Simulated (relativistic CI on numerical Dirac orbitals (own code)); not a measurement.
**Judd-Ofelt analysis for Er⁴⁺**

These numbers are calculated, not measured: Dirac-Coulomb-Breit CI, KLI orbitals optimised for each configuration, a model potential for QED, valence Slater integrals scaled by 0.75 (own radial code, finite nucleus).

Configuration 4f10 alone, in intermediate coupling. Take Ω₂ = 4.1, Ω₄ = 2.15, Ω₆ = 2.96 (10⁻²⁰ cm²) and refractive index n = 1.56 as given. A_ED = 64π⁴e²ν³ n(n² + 2)²/[27h(2J + 1)] Σ Ω_λ |U^λ|², in Gaussian units with ν in cm⁻¹, and A_MD is n³ times the free-ion magnetic-dipole rate; a dash marks a rate that is forbidden or under 2 % of the level's free-ion decay.

Emitting level 5I_5 at 12800 cm⁻¹ (radiative decay alone: multiphonon quenching in a host is left out, and the level can lie too high or too low):

```csv
To,ν (cm⁻¹),U² squared,U⁴ squared,U⁶ squared,Free-ion A(M1) (s⁻¹)
5I_8,12800,0.0000,0.0195,0.0646,-
5I_7,6670,0.0017,0.0108,0.9525,-
5I_6,2701,0.0564,0.2104,0.4407,1.51
```

Give the rates, branching ratios and the radiative lifetime.

The rates are:

```csv
To,λ (nm),A_ED (s⁻¹),A_MD (s⁻¹),β (%)
5I_8,781,109,0,34.9
5I_7,1499,190,0,60.4
5I_6,3702,8.78,5.73,4.6
```

τ_rad = 3.19e-03 s. Computed level positions enter as ν³, so measured ones would change the rates. For the strongest line (1499 nm) and an assumed effective width Δλ = 67 nm (300 cm⁻¹), the Füchtbauer-Ladenburg formula σ = λ⁴A/(8πcn²Δλ) gives a peak emission cross-section of 0.77 × 10⁻²⁰ cm².
